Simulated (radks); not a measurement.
The numbers below are computed, except where a source is named.
Ionisation of the bromine ion Br2+, [Ar] 3d10 4s2 4p3, to Br3+, [Ar] 3d10 4s2 4p2, under several functionals. Dirac Kohn-Sham, spin-unpolarised, spherical densities, finite nucleus; open shells are shared between the two j in proportion to 2j + 1; a radial shooting solver on a logarithmic mesh with Libxc functionals.

[
 {"functional": "exchange-only B88", "E(Br2+) (hartree)": "-2604.08869", "Exc (hartree)": "-90.29057", "IE (eV)": "32.967", "-e(HOMO) (eV)": "26.983", "<r> HOMO (bohr)": "1.874", "IE error (eV)": "-1.904"},
 {"functional": "PW91", "E(Br2+) (hartree)": "-2605.80948", "Exc (hartree)": "-92.03947", "IE (eV)": "34.082", "-e(HOMO) (eV)": "28.091", "<r> HOMO (bohr)": "1.862", "IE error (eV)": "-0.789"},
 {"functional": "PBE", "E(Br2+) (hartree)": "-2605.27231", "Exc (hartree)": "-91.49112", "IE (eV)": "33.990", "-e(HOMO) (eV)": "28.012", "<r> HOMO (bohr)": "1.864", "IE error (eV)": "-0.881"},
 {"functional": "PBEsol", "E(Br2+) (hartree)": "-2603.54825", "Exc (hartree)": "-89.73819", "IE (eV)": "34.017", "-e(HOMO) (eV)": "28.028", "<r> HOMO (bohr)": "1.860", "IE error (eV)": "-0.854"},
 {"functional": "HCTH/407", "E(Br2+) (hartree)": "-2606.98821", "Exc (hartree)": "-93.34087", "IE (eV)": "34.263", "-e(HOMO) (eV)": "28.270", "<r> HOMO (bohr)": "1.856", "IE error (eV)": "-0.608"},
 {"functional": "RPBE", "E(Br2+) (hartree)": "-2605.51438", "Exc (hartree)": "-91.73846", "IE (eV)": "33.931", "-e(HOMO) (eV)": "27.967", "<r> HOMO (bohr)": "1.865", "IE error (eV)": "-0.940"}
]

NIST Atomic Spectra Database: 34.87 eV (measured). Closest: HCTH/407. The Delta-SCF values span 1.30 eV, the total energies 3.44 hartree. The highest occupied level is 4p3/2. Spin polarisation and multiplet splitting are left out, so open shells lie too high by an amount that depends on their filling. Sharing an open shell by 2j + 1 raises it above the true ground level by a part of the spin-orbit splitting, which enters the differences from NIST.

Beside tabulated values, note that spin-unpolarised runs miss the spin-polarisation part of the exchange energy of open shells.
